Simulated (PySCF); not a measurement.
A small calculation by hand: refractive index and permittivity of the vapour

hexafluorocyclobutene (C4F6), SMILES FC1C(F)(F)C(C=1F)(F)F.

Geometry: PBE0-D3(BJ)/def2-SVP.

PySCF with HF/def2-SVP gives a mean static polarisability of 35.8 bohr³ and a dipole moment of 1.34 D. Take an ideal gas at 298.15 K and 1 bar, whether or not the substance is that volatile.

Q: Work out n − 1 in the optical limit and the static ε − 1.

A: 
Polarisability volume α' = 35.8 × 0.148185 = 5.31 Å³. Number density N = p/kT = 2.43e-5 Å⁻³.
Dilute limit of Lorentz–Lorenz: n − 1 = 2π N α' = 0.00081.
Orientation term of Debye: μ²/(3kT) = 8.098 Å³ × μ²(D²) = 14.54 Å³.
ε − 1 = 4π N (α' + μ²/3kT) = 0.0061. Orientation of the dipole supplies 73 % of the static response; it can't follow optical fields. Vibrational polarisation and dispersion are left out.
